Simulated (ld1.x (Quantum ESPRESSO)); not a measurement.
Before and after: TM potential for caesium (Cs)

Cs (Z = 55), norm-conserving Troullier–Martins (Kleinman–Bylander form), made with ld1.x (Quantum ESPRESSO) 7.5 (PBE, scalar-relativistic). Core [Xe], reference 5d0 6s1 6p0. Waves: 6s (bound): rc 4.20 bohr; 5d (bound, empty): rc 4.20 bohr; 6p (bound, empty): rc 3.45 bohr. Local part: the p channel. Core correction: a·sin(br)/r model core, default radius (core density twice the valence density).

All-electron outer shells of the reference configuration (PBE, scalar-relativistic, ld1.x):

| shell | level (eV) | outermost node (bohr) | outermost maximum (bohr) |
| --- | --- | --- | --- |
| 5s | -26.73 | 0.82 | 1.54 |
| 5p | -13.52 | 0.89 | 1.79 |
| 6s | -2.09 | 2.11 | 4.80 |
| 6p | -0.74 | 2.61 | 6.72 |
| 5d | -0.38 | 1.06 | 3.51 |

Change: wave 6p (bound): rc 3.45 bohr becomes 6p (bound): rc 3.30 bohr.

Cutoffs: the cutoffs (Ry, on a coarse ladder) from which the occupation-weighted sum of valence levels, in a spherical-Bessel basis at the reference potential, stays within 10 and 1 mRy of its value at 400 Ry; they do not see the model core or the augmentation charge, which bear on the density cutoff. Errors are all-electron minus pseudo energies relative to the spin-unpolarised reference configuration.

Problem. Predict the effect on cutoff, ghosts and configuration errors.

Solution. Both files are so soft that the ladder of cutoffs tells neither apart; the bound ghosts move from s to p, s; the errors of the 3 common tests hardly move.

| quantity | base | changed |
| --- | --- | --- |
| cutoff, loose | 6 Ry | 6 Ry |
| cutoff, tight | 6 Ry | 6 Ry |
| bound ghosts | s | s, p (extra level of the local part) |
| tests counted (converged, no solver errors) | 3 of 4 | 3 of 4 |
| error for 5d0 6s0.5 6p0, meV [ΔE 1.47 eV] | +0.4 | +0.5 |
| error for 5d1 6s0 6p0, meV [ΔE 1.67 eV] | +3.1 | +3.1 |
| error for 5d0.5 6s0.5 6p0, meV [ΔE 0.84 eV] | +0.4 | +0.4 |
| s: phases at 4.53 bohr within 0.05 rad from the reference energy up to (Ry; the scan ends near 5) | 1.3 | 1.2 |
| p: phases at 4.53 bohr within 0.05 rad from the reference energy up to (Ry; the scan ends near 5) | -0.0 | 0.0 |
| d: phases at 4.53 bohr within 0.05 rad from the reference energy up to (Ry; the scan ends near 5) | 0.6 | 0.6 |

Base: Tests not counted: 5d0 6s0 6p1 (solver errors, printed error -2.5 eV). Changed file: Tests not counted: 5d0 6s0 6p1 (solver errors, printed error -1.2 eV). A true bound ghost makes a file unfit for plane-wave use even where its test errors are small: the radial tests pick states by their node count and pass the ghost by. Where a test does run into it, the solver fails or the error is huge.
